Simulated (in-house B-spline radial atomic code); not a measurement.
Values are calculated unless marked as measured or tabulated.
**Tc in an electron gas of r_s = 3: phase shifts, screening, friction and resistivity**

A nucleus sits in a uniform electron gas with a rigid positive background. The Kohn-Sham equations are solved self-consistently in the spin-unpolarised LDA (PW92), non-relativistic, on B-splines with outgoing waves at the boundary and partial waves to l = 8. The model has no lattice, no bands and no magnetic solution. Atomic units; δ_l are the phase shifts at the Fermi level, counted so that each bound state adds π, and good to about 0.0005. A narrow, partly filled d or f resonance in a thin gas would split by spin, so such rows rest on a solution that is probably unstable.

The density parameter is r_s = 3 bohr, near that of the valence electrons of Ag (1 per atom, density 10.5 g/cm³, mass 107.87 u, which gives r_s = 3.02).

```csv
l,δ_l (rad)
0,12.3557
1,9.3463
2,5.4653
3,-0.0232
4,-0.0020
5,-0.0005
6,-0.0003
7,-0.0004
8,-0.0003
```

Bound levels below the band bottom (hartree): s -17.59, p -14.5, d -8.795, s -2.028, p -1.128 and deeper ones.

(1) Check the Friedel sum rule, and say where the screening charge sits.

(2) Find the transport cross section and the electronic stopping of a 1 keV Tc ion (mass 97.91 u).

(3) What residual resistivity would 1 atomic per cent of such centres give in Ag?

(4) On a substitutional site the background of one host ion, a sphere holding 1 charge, is taken out. The phase shifts for l = 0 to 4 become 12.2185, 9.2542, 5.2462, -0.0303, -0.0033. What follows?

Results:

(1) k_F = (9π/4)^(1/3)/r_s = 0.63972. The rule is Z = (2/π) Σ (2l + 1) δ_l. The terms are s 7.866, p 17.850, d 17.397, f -0.103 and -0.025 beyond, in all 42.985 against Z = 43. Bound states hold 8 s, 18 p, 10 d electrons, so the scattering states carry 6.98 in all; where a term is smaller than its bound count, the bound level has drawn weight out of the band.

(2) σ_tr = (4π/k_F²) Σ (l + 1) sin²(δ_l − δ_(l+1)). The terms for l = 0 to 3 are 0.0174, 0.9081, 1.5279, 0.0018, all together 2.4552, so σ_tr = 30.707 × 2.4552 = 75.390 bohr². With n = 3/(4π r_s³) = 0.008842, the friction coefficient is Q = n k_F σ_tr = 0.4264. For v well below v_F = 0.640, dE/dx = Q v; with 24801 eV per u at v = 1, v = √(1000/(24801 × 97.91)) = 0.0203, so dE/dx = 0.00865 hartree/bohr = 4.45 eV/nm. The largest term couples the d and f waves.

(3) Δρ = k_F n_i σ_tr/n in atomic units of 21.74 μΩ·cm. With one host atom per 1 electron, n_i/n = 0.01/1, so Δρ = 0.6397 × 0.01000 × 75.390 × 21.74 = 10.48 μΩ·cm. This is an atom added to the gas, as on an interstitial site.

(4) The Friedel sum is now 41.98, for Z − 1 = 42. The sum in σ_tr is 3.3378, so σ_tr = 102.49 bohr² and Δρ = 14.25 μΩ·cm per atomic per cent, 1.36 times the value above. A real host ion scatters too, so this model doesn't give zero even for the host's own atom.
